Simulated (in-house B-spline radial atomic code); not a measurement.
A radial electron density 4πr²n(r) was computed for an atom or ion in its tabulated ground configuration with an all-electron radial atomic-structure program (B-spline basis); method: non-relativistic Hartree-Fock, average of configuration. Columns: r (bohr), 4πr²n(r) (electrons per bohr), bar.

```
 0.00451   0.3193 #
 0.00526    0.426 #
 0.00613   0.5656 ##
 0.00715   0.7494 ##
 0.00834   0.9886 ###
 0.00972    1.296 ####
  0.0113    1.681 #####
  0.0132    2.183 #######
  0.0154    2.807 ########
   0.018    3.585 ###########
   0.021    4.516 ##############
  0.0245    5.615 #################
  0.0285    6.853 #####################
  0.0332    8.239 #########################
  0.0388    9.743 #############################
  0.0452    11.22 ##################################
  0.0527    12.59 ######################################
  0.0615    13.71 #########################################
  0.0717    14.41 ############################################
  0.0836    14.56 ############################################
  0.0975    14.08 ###########################################
   0.114       13 #######################################
   0.133    11.53 ###################################
   0.155    9.988 ##############################
    0.18    8.759 ##########################
    0.21    8.118 #########################
   0.245    8.285 #########################
   0.286     9.17 ############################
   0.333    10.38 ###############################
   0.389    11.41 ##################################
   0.453    11.72 ###################################
   0.528    11.04 #################################
   0.616    9.377 ############################
   0.718    7.114 ######################
   0.838    4.731 ##############
   0.977    2.731 ########
    1.14    1.333 ####
    1.33   0.5384 ##
    1.55   0.1765 #
    1.81  0.04428 
    2.11 0.008446
```

Question: Which atom or ion is it?
A. Al4+
B. S5+
C. Mg4+
D. Al5+

Answer: A. The area under the curve, ∫4πr²n dr = ∫r·4πr²n d(ln r) on this logarithmic grid, is 9 electrons, which only this option has. The configuration is [He] 2s2 2p5.
